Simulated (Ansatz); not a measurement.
Molecule: GaH2, net charge -1, singlet state. 
Structure (B3LYP-D3(BJ)/def2-TZVP (Ansatz, an electronic-structure program) minimum search):
```
Ga
H 1 1.7310
H 1 1.7310 2 91.70
```
Charge -1, spin multiplicity 1.

Basis-set convergence of Hartree-Fock and CCSD correlation energies (hartree) with Ansatz. Correlated levels leave the core frozen unless marked. Spin-orbit coupling is left out. Frozen are the shells of the preceding noble gas and the d and f shells that filled before the atom's block. No relativistic terms.

The Hartree-Fock reference is unstable (checked in the largest basis), which strains HF and MP2. 

```tsv
basis	functions	E(HF)	E(corr, CCSD)
aug-cc-pVDZ	54	-1924.33058	-0.11005
aug-cc-pVTZ	105	-1924.40246	-0.12072
aug-cc-pVQZ	185	-1924.40543	-0.12375
```

Extrapolating the two largest sets (X = 3 and 4) as X^-3: E(corr) = (64·(-0.12375) - 27·(-0.12072))/37 = -0.1260 Eh, an estimate of the basis-set limit. The largest set recovers 98.2 % of it, the smallest 87.4 %.
